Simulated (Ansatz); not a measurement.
Calculated with Ansatz (gas phase, PBE0-D4/def2-TZVP geometries, no zero-point term in ΔE). CBS: MP2 limit from def2 TZ/QZ plus the TZ coupled-cluster correction, frozen cores. This one scheme is used for every species. Functionals use def2-TZVPP. One conformer a species, not always the lowest.

Consider the silylene formation by 1,1-elimination: `C[Si](O)(F)F` → F₂ + `C[Si]O`.

```tsv
level	ΔE (kcal/mol)
PBE0-D4	248.1
CAM-B3LYP-D4	252.3
```

Task: What does CCSD(T)/CBS give? (An estimate is asked.)

Result: Computed: +253.5 kcal/mol. The listed levels differ from it by -5.4, -1.2 kcal/mol.

Largest T1 diagnostic among the species: 0.014.

In def2-TZVPP, CCSD(T) changes the Hartree–Fock value by −16.7 kcal/mol (the triples alone add −3.0 kcal/mol) and MP2 by −5.0 kcal/mol. Leaving LDA and LC-ωPBE aside and taking each functional with its dispersion term where it has one, the values, not all of them listed here, spread over 27.4 kcal/mol, from revPBE-D4 to r2SCAN0-D4. LDA lies +14.7 kcal/mol from PBE without D4.
